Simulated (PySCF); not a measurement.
CH2ClFO2Si, SMILES O=CO[Si@@H](F)Cl. Geometry optimised at B3LYP-D3(BJ)/def2-SVP. The structure was generated by enumeration; whether it is a known compound was not checked. The values are those of a single conformer.

Question: Give the equilibrium geometry at B3LYP-D3(BJ)/def2-SVP (PySCF confirms it by a frequency run) as Cartesian coordinates in Å. (The exact figures need the calculation; the answer reports its results.)

Answer: Several could match; the one computed here: 
```xyz
8

O      1.9625     0.3963     0.9174
C      2.0236    -0.2530    -0.0835
O      0.9544    -0.7602    -0.7413
Si    -0.6577    -0.5452    -0.3088
F     -0.9087    -1.1694     1.1527
Cl    -1.1538     1.4357    -0.2966
H      2.9595    -0.5302    -0.6113
H     -1.4346    -1.2897    -1.3062
```
